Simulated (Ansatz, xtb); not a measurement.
Breaking the H–H spacing in H6 chain (multiplicity 1 held). Energies count from the point at 0.900 Å.
Geometry at that point (charge 0, multiplicity 1):
```xyz
6

H      0.000     0.000     0.000
H      0.000     0.000     0.900
H      0.000     0.000     1.800
H      0.000     0.000     2.700
H      0.000     0.000     3.600
H      0.000     0.000     4.500
```

```tsv
level	energy at R = 3.600 Å (kJ/mol)	minus FCI/cc-pVDZ	cost
GFN2-xTB	1296.0	302.0	-
R-HF/cc-pVDZ	2242.7	1248.7	-
U-HF/cc-pVDZ	649.1	-344.9	-
R-MP2/cc-pVDZ	1406.4	412.5	-
U-MP2/cc-pVDZ	915.1	-78.9	-
R-SCS-MP2/cc-pVDZ	1223.4	229.5	-
U-SCS-MP2/cc-pVDZ	947.8	-46.2	-
U-CCSD/cc-pVDZ	987.8	-6.2	-
U-CCSD(T)/cc-pVDZ	992.9	-1.0	×1
CASSCF(6,6)/cc-pVDZ	835.8	-158.2	-
SC-NEVPT2 on CASSCF(6,6)/cc-pVDZ	949.3	-44.7	-
FIC-NEVPT4(SD) on CASSCF(6,6)/cc-pVDZ	988.2	-5.8	-
FIC-MRCISD on CASSCF(6,6)/cc-pVDZ	989.7	-4.3	-
FIC-MRCISD+Q on CASSCF(6,6)/cc-pVDZ	993.3	-0.7	-
FCI/cc-pVDZ	994.0	0.0	×10
```

 Full CI is exact for the correlated electrons in its own basis alone.

The rows run from 649.1 (U-HF/cc-pVDZ) to 2242.7 kJ/mol (R-HF/cc-pVDZ). In cc-pVDZ the value moves U-HF 649.1, U-MP2 915.1, U-CCSD 987.8, U-CCSD(T) 992.9, a shift of 343.9 from U-HF to U-CCSD(T).

Restricted levels (R-, RO-) in cc, def2 and unpolarised 6-31G sets keep to the state of the molecule at rest. Unrestricted levels (U-) break spin symmetry where that is lower. Active spaces are followed from rest. Full CI gives the lowest state of the spin. Levels need not reach the same state.

Doubts at one or more of the structures used: a restricted determinant that unrestricted orbitals would lower (R-HF/cc-pVDZ, R-MP2/cc-pVDZ, R-SCS-MP2/cc-pVDZ); a spin-contaminated determinant (U-HF/cc-pVDZ, U-MP2/cc-pVDZ, U-SCS-MP2/cc-pVDZ, U-CCSD/cc-pVDZ, U-CCSD(T)/cc-pVDZ).

Codes used: Ansatz (a program for electronic structure) with Gaussian orbitals; xtb for the GFN methods. Each number belongs to the level named beside it. The GFN methods have no spin term and hold the electronic entropy of 300 K.

Costs are rough ratios of core time to U-CCSD(T)/cc-pVDZ (about 2.9 s over the structures, on one shared machine); a dash marks a level with no comparable run of its own.
